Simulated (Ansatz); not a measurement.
Reaction (SMILES): [N]=C=O → [N-]=C=O (an electron is taken up)
B3LYP-D3(BJ)/def2-TZVP geometries, fixed; electronic energies without zero-point terms; positive where energy is released.
Largest species:
```
C
O 1 1.1754
N 1 1.2216 2 180.00
```
Charge 0, spin multiplicity 2.

Effect of a fitting basis named in the input at HF/def2-TZVPP with Ansatz (a first-principles code), against the last row, where the adiabatic electron affinity is 2.12 eV. Open shells are unrestricted. The default fits or decomposes integrals by the program's own choice; accuracy: high also tightens integrals, grids and stops.

```csv
setting,largest shift of a total energy (mEh),shift of the adiabatic electron affinity (eV)
fitting: def2-SV(P)-JKFIT,0.079,0.000
fitting: def2-universal-JKFIT,0.079,0.000
fitting: cc-pVTZ-JKFIT,0.131,0.000
fitting: cc-pVQZ-JKFIT,0.010,0.000
fitting: cc-pV5Z-JKFIT,0.001,0.000
accuracy: high,-0.003,0.000
accuracy: medium (default),0.000,0.000
```

Within 0.002 eV in the adiabatic electron affinity: fitting: def2-SV(P)-JKFIT; fitting: def2-universal-JKFIT; fitting: cc-pVTZ-JKFIT; fitting: cc-pVQZ-JKFIT; fitting: cc-pV5Z-JKFIT; accuracy: high. The largest shift is 0.131 mEh in a total energy and 0.000 eV in the difference.
